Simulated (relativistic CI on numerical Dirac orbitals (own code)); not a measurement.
# Exchange splitting of the 4s photoelectron line of Tc²⁺

Problem. Tc²⁺ ([Kr] 4d5) has the spin S = 5/2. The exchange integral with a hole in 4s, calculated from Dirac-KLI orbitals and scaled by 0.8, is G^2(4s,4d) = 6.640 eV, with l = 2 the orbital momentum of the open shell. Find the splitting and the intensity ratio of the 4s line.

Working.
1. The electron left in 4s couples its spin to S, giving S + ½ = 3 and S − ½ = 2.
2. Van Vleck's theorem gives ΔE = (2S + 1) G^l/(2l + 1) = 6 × 6.640/5 = 7.97 eV, with the high-spin state at lower binding energy.
3. The intensities follow the multiplicities, (2S + 2) : 2S = (S + 1) : S = 1.40.

Check. The full multiplet calculation with spin-orbit coupling puts the centres of the two groups of its strongest lines 7.95 eV apart. Measured splittings are much smaller, often about half, when hole and open shell share n, because correlation inside the n = 4 shell lowers the low-spin state; the low-spin line also loses weight to satellites, so measured ratios exceed (S + 1)/S. The splitting still grows with S and serves to read the spin state.
